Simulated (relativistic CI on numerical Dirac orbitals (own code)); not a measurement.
Si5+: q coefficients

These numbers are calculated, not measured: Dirac-Coulomb-Breit CI, KLI orbitals optimised for each configuration, valence Slater integrals scaled by 0.85, P86 correlation energy added to each configuration, derivatives by finite differences, QED left out (own radial code, finite nucleus).

CI space (outside the closed core 1s2): 2s²2p⁵, 2s2p⁶, 2s²2p⁴3s, 2s²2p⁴3p, 2s²2p⁴3d, 2p⁶3s, 2p⁶3p, 2s2p⁵3s. Levels of other configurations are missing.

With x = (α/α₀)² − 1 an excitation energy changes as ω = ω₀ + qx; K = 2q/ω₀ is the relative enhancement. Terms are leading LS components, so labels can repeat.

Lowest level 2s²2p⁵ ²P°3/2.

```
          Level  ω₀ (cm⁻¹)  q (cm⁻¹)          K
  2s²2p⁵ ²P°1/2       5044      5065       2.01
    2s2p⁶ ²S1/2     424581      7904     0.0372
 2s²2p⁴3s ⁴P5/2     994568     -1761   -0.00354
 2s²2p⁴3s ⁴P3/2     997661      1176    0.00236
 2s²2p⁴3s ⁴P1/2     999484      3073    0.00615
 2s²2p⁴3s ²P3/2    1008074    -628.2   -0.00125
 2s²2p⁴3s ²P1/2    1011715      2795    0.00553
 2s²2p⁴3s ²D5/2    1040079     646.1    0.00124
 2s²2p⁴3s ²D3/2    1040144     751.8    0.00145
2s²2p⁴3p ⁴P°5/2    1073896     3.787   7.05e-06
2s²2p⁴3p ⁴P°3/2    1074897     686.4    0.00128
2s²2p⁴3p ⁴P°1/2    1076219      2417    0.00449
2s²2p⁴3p ⁴D°7/2    1082590    -464.1  -0.000857
```

At this charge configurations can still be misplaced by up to about 7 % of their energy.
